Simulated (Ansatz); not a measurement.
The cluster Cs3H3. The state is a singlet with charge 0. Geometry PBE-D4/def2-TZVP, that of the neutral singlet.

```tsv
atom	x (Å)	y (Å)	z (Å)
Cs1	1.4207	-2.3489	0.9944
Cs2	1.3686	1.9080	-1.7369
Cs3	-2.7888	0.4412	0.7417
H4	2.3632	-0.3655	-0.6156
H5	-1.1982	1.9930	-0.8319
H6	-1.1655	-1.6278	1.4483
```

In the def2 sets Cs takes a core potential; there is no spin–orbit coupling. The structure comes from a short search, and lower isomers may exist.

**Question.** Estimate the orbital energies around the gap (eV) in Ansatz with PBE-D4/def2-TZVP, r2SCAN-D4/def2-TZVP, PBE0-D4/def2-TZVP.

**Answer.** 
| orbital | PBE-D4/def2-TZVP | r2SCAN-D4/def2-TZVP | PBE0-D4/def2-TZVP |
| --- | --- | --- | --- |
| HOMO−5 | -11.87 | -12.24 | -13.26 |
| HOMO−4 | -11.87 | -12.24 | -13.26 |
| HOMO−3 | -11.81 | -12.17 | -13.19 |
| HOMO−2 | -3.44 | -3.46 | -4.37 |
| HOMO−1 | -3.12 | -3.17 | -4.05 |
| HOMO | -3.12 | -3.17 | -4.05 |
| LUMO | -0.60 | -0.07 | -0.20 |
| LUMO+1 | -0.60 | -0.02 | -0.18 |
| LUMO+2 | -0.60 | -0.02 | -0.18 |
| LUMO+3 | -0.13 | 0.34 | 0.23 |
| LUMO+4 | 0.16 | 0.61 | 0.48 |
| LUMO+5 | 0.16 | 0.69 | 0.48 |
| β HOMO | -3.12 | -3.17 | -4.05 |
| β LUMO | -0.60 | -0.07 | -0.20 |
